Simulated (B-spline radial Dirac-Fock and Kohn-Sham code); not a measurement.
**Kohn-Sham estimates against Dirac-Fock for the levels of Tb¹¹⁺**

System: terbium as Tb¹¹⁺, configuration [Kr] 4d10 4f6 5s2.

The density-functional columns are spherical, spin-unpolarised Dirac-Kohn-Sham results without Breit or QED terms: −ε is minus the orbital energy of the initial state and ΔSCF the difference of two total energies. The reference in the last column comes from relaxed Dirac-Fock hole states (ΔSCF) with Breit and QED corrections and a finite nucleus. All numbers are from a radial B-spline solver, in eV; a selection of levels is shown. For the 1s level of heavy atoms much of the gap between ΔSCF and the reference is the Breit and QED part, -226.9 eV here; for other levels the error of the functional can be larger.

| level | LDA −ε | LDA ΔSCF | Dirac-Fock |
| --- | --- | --- | --- |
| 1s | 51950.7 | 52424.6 | 52210.5 |
| 2s | 8777.1 | 8868.8 | 8928.9 |
| 2p1/2 | 8355.1 | 8469.8 | 8467.6 |
| 2p3/2 | 7609.4 | 7712.7 | 7729.6 |
| 3s | 2103.1 | 2135.5 | 2182.3 |
| 3p1/2 | 1918.9 | 1952.9 | 1982.6 |
| 3p3/2 | 1765.0 | 1797.1 | 1827.7 |
| 3d3/2 | 1446.2 | 1482.9 | 1488.9 |
| 3d5/2 | 1412.6 | 1448.6 | 1456.0 |
| 4s | 573.0 | 590.2 | 613.1 |
| 4p1/2 | 500.5 | 517.5 | 532.7 |
| 4p3/2 | 465.3 | 481.8 | 497.5 |
| 4d3/2 | 345.1 | 361.0 | 364.4 |
| 4d5/2 | 338.5 | 354.4 | 358.0 |
| 4f | 192.2 | 206.9 | 203.7 |
| 5s | 215.5 | 225.1 | 218.7 |

Values without a named source are computed, but for edge energies of neutral atoms, which are taken from tables.
